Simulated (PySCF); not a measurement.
# Basis-set dependence of population analyses: `O[SiH2]C#CCF`

Species: C3H5FOSi.
Atom-mapped SMILES: `[OH:1][SiH2:2][C:3]#[C:4][CH2:5][F:6]` (hydrogens: H7 on O1; H8, H9 on Si2; H10, H11 on C5)

PBE0 throughout (PySCF), one geometry, spherical d and f functions. One conformer (not necessarily the lowest) at the PBE0-D3(BJ)/def2-SVP geometry, without solvent, vibrations or thermal averaging. The first 7 of 9 kinds of atom are listed.

Mulliken charges (e):

```json
{"basis": "STO-3G", "functions": "39", "O1": "-0.433", "Si2": "+0.749", "C3": "-0.257", "C4": "-0.071", "C5": "-0.052", "F6": "-0.099", "H7": "+0.198"}
{"basis": "6-31G", "functions": "68", "O1": "-0.795", "Si2": "+0.929", "C3": "-0.366", "C4": "-0.009", "C5": "-0.030", "F6": "-0.327", "H7": "+0.411"}
{"basis": "pcSseg-0", "functions": "68", "O1": "-0.830", "Si2": "+1.132", "C3": "-0.438", "C4": "-0.299", "C5": "+0.050", "F6": "-0.373", "H7": "+0.394"}
{"basis": "6-31G*", "functions": "98", "O1": "-0.733", "Si2": "+0.600", "C3": "-0.449", "C4": "+0.299", "C5": "-0.060", "F6": "-0.325", "H7": "+0.445"}
{"basis": "cc-pVDZ", "functions": "113", "O1": "-0.353", "Si2": "+0.479", "C3": "-0.394", "C4": "+0.089", "C5": "+0.236", "F6": "-0.226", "H7": "+0.172"}
{"basis": "def2-SVP", "functions": "113", "O1": "-0.410", "Si2": "+0.636", "C3": "-0.427", "C4": "-0.017", "C5": "+0.329", "F6": "-0.261", "H7": "+0.198"}
{"basis": "aug-cc-pVDZ", "functions": "187", "O1": "-0.698", "Si2": "+0.093", "C3": "-0.254", "C4": "+0.073", "C5": "+0.871", "F6": "-0.439", "H7": "+0.132"}
{"basis": "6-311+G(2d,p)", "functions": "200", "O1": "-0.601", "Si2": "+0.683", "C3": "-0.713", "C4": "+0.821", "C5": "-0.454", "F6": "-0.236", "H7": "+0.279"}
{"basis": "def2-TZVP", "functions": "222", "O1": "-0.528", "Si2": "+0.468", "C3": "-0.055", "C4": "-0.134", "C5": "-0.087", "F6": "-0.205", "H7": "+0.326"}
{"basis": "cc-pVTZ", "functions": "254", "O1": "-0.357", "Si2": "+0.423", "C3": "-0.194", "C4": "-0.043", "C5": "+0.116", "F6": "-0.208", "H7": "+0.201"}
{"basis": "IGLO-III", "functions": "269", "O1": "-0.637", "Si2": "+1.021", "C3": "-0.272", "C4": "-0.129", "C5": "+0.050", "F6": "-0.241", "H7": "+0.266"}
```

IAO charges (e):

```tsv
basis	functions	O1	Si2	C3	C4	C5	F6	H7
STO-3G	39	-0.579	+0.902	-0.317	-0.051	-0.112	-0.127	+0.243
6-31G	68	-0.740	+0.863	-0.334	-0.014	-0.011	-0.288	+0.357
pcSseg-0	68	-0.723	+0.881	-0.343	-0.016	-0.008	-0.280	+0.344
6-31G*	98	-0.767	+0.998	-0.366	-0.017	+0.029	-0.297	+0.360
cc-pVDZ	113	-0.765	+0.989	-0.363	-0.021	+0.026	-0.299	+0.363
def2-SVP	113	-0.762	+1.001	-0.361	-0.016	+0.030	-0.301	+0.359
aug-cc-pVDZ	187	-0.789	+0.998	-0.362	-0.019	+0.026	-0.316	+0.374
6-311+G(2d,p)	200	-0.798	+1.031	-0.372	-0.017	+0.024	-0.317	+0.375
def2-TZVP	222	-0.797	+1.042	-0.375	-0.018	+0.029	-0.315	+0.373
cc-pVTZ	254	-0.793	+1.028	-0.372	-0.018	+0.028	-0.312	+0.373
IGLO-III	269	-0.800	+1.039	-0.373	-0.018	+0.026	-0.317	+0.376
```

Hirshfeld charges (e):

```tsv
basis	functions	O1	Si2	C3	C4	C5	F6	H7
STO-3G	39	-0.265	+0.496	-0.183	-0.093	+0.096	-0.070	+0.129
6-31G	68	-0.331	+0.420	-0.172	-0.034	+0.064	-0.125	+0.179
pcSseg-0	68	-0.326	+0.441	-0.172	-0.040	+0.059	-0.118	+0.181
6-31G*	98	-0.305	+0.393	-0.165	-0.034	+0.059	-0.113	+0.184
cc-pVDZ	113	-0.293	+0.405	-0.166	-0.038	+0.044	-0.101	+0.177
def2-SVP	113	-0.298	+0.410	-0.164	-0.034	+0.045	-0.109	+0.180
aug-cc-pVDZ	187	-0.309	+0.421	-0.165	-0.036	+0.035	-0.113	+0.172
6-311+G(2d,p)	200	-0.309	+0.420	-0.166	-0.038	+0.041	-0.116	+0.175
def2-TZVP	222	-0.306	+0.410	-0.164	-0.035	+0.038	-0.111	+0.178
cc-pVTZ	254	-0.303	+0.409	-0.164	-0.034	+0.037	-0.108	+0.176
IGLO-III	269	-0.305	+0.410	-0.161	-0.038	+0.035	-0.112	+0.174
```

ESP-fitted charges (e):

```json
{"basis": "STO-3G", "functions": "39", "O1": "-0.563", "Si2": "+0.778", "C3": "-0.349", "C4": "+0.032", "C5": "-0.044", "F6": "-0.083", "H7": "+0.326"}
{"basis": "6-31G", "functions": "68", "O1": "-0.859", "Si2": "+0.894", "C3": "-0.445", "C4": "+0.077", "C5": "+0.178", "F6": "-0.256", "H7": "+0.510"}
{"basis": "pcSseg-0", "functions": "68", "O1": "-0.838", "Si2": "+1.040", "C3": "-0.533", "C4": "+0.111", "C5": "+0.147", "F6": "-0.256", "H7": "+0.487"}
{"basis": "6-31G*", "functions": "98", "O1": "-0.670", "Si2": "+0.659", "C3": "-0.393", "C4": "+0.101", "C5": "-0.008", "F6": "-0.167", "H7": "+0.444"}
{"basis": "cc-pVDZ", "functions": "113", "O1": "-0.619", "Si2": "+0.633", "C3": "-0.391", "C4": "+0.074", "C5": "+0.055", "F6": "-0.182", "H7": "+0.413"}
{"basis": "def2-SVP", "functions": "113", "O1": "-0.648", "Si2": "+0.709", "C3": "-0.406", "C4": "+0.068", "C5": "+0.101", "F6": "-0.203", "H7": "+0.422"}
{"basis": "aug-cc-pVDZ", "functions": "187", "O1": "-0.633", "Si2": "+0.648", "C3": "-0.380", "C4": "+0.051", "C5": "+0.091", "F6": "-0.202", "H7": "+0.407"}
{"basis": "6-311+G(2d,p)", "functions": "200", "O1": "-0.666", "Si2": "+0.675", "C3": "-0.398", "C4": "+0.070", "C5": "+0.065", "F6": "-0.202", "H7": "+0.429"}
{"basis": "def2-TZVP", "functions": "222", "O1": "-0.648", "Si2": "+0.661", "C3": "-0.397", "C4": "+0.075", "C5": "+0.053", "F6": "-0.190", "H7": "+0.424"}
{"basis": "cc-pVTZ", "functions": "254", "O1": "-0.622", "Si2": "+0.653", "C3": "-0.398", "C4": "+0.080", "C5": "+0.036", "F6": "-0.181", "H7": "+0.408"}
{"basis": "IGLO-III", "functions": "269", "O1": "-0.630", "Si2": "+0.639", "C3": "-0.383", "C4": "+0.063", "C5": "+0.061", "F6": "-0.195", "H7": "+0.411"}
```

Q: Which scheme is steadiest as the basis changes?

A: Largest range over the bases for any column: Hirshfeld 0.10 e, IAO 0.22 e, ESP-fitted 0.41 e, Mulliken 1.32 e. Hirshfeld charges move least and Mulliken charges most, counted in e. Without the minimal STO-3G basis the ranges are Hirshfeld 0.05, IAO 0.18, ESP-fitted 0.41, Mulliken 1.32 e.

Q: How much do the charges still move between the two largest bases, cc-pVTZ and IGLO-III?

A: At most, over all atoms: Mulliken 0.597 e, IAO 0.011 e, Hirshfeld 0.004 e, ESP-fitted 0.025 e.

Q: What do the same runs give for the total energy, the frontier levels and the dipole moment?

A: 
```
        basis  energy (Eh)  HOMO (eV)  LUMO (eV)  μ (D)
       STO-3G    -574.1383      -4.67       4.21   0.79
        6-31G    -581.2630      -8.08      -0.51   1.42
     pcSseg-0    -580.3865      -8.30      -0.65   1.56
       6-31G*    -581.3807      -7.86      -0.42   1.55
      cc-pVDZ    -581.4204      -7.94      -0.48   1.53
     def2-SVP    -581.1010      -8.05      -0.55   1.60
  aug-cc-pVDZ    -581.4514      -8.12      -0.92   1.40
6-311+G(2d,p)    -581.5231      -8.16      -0.95   1.47
    def2-TZVP    -581.5535      -8.12      -0.81   1.51
      cc-pVTZ    -581.5407      -8.08      -0.71   1.50
     IGLO-III    -581.5591      -8.14      -0.84   1.47
```

The dipole is fixed by the density alone, so its range of 0.81 D shows that the density itself changes with the basis, not only its division among atoms.
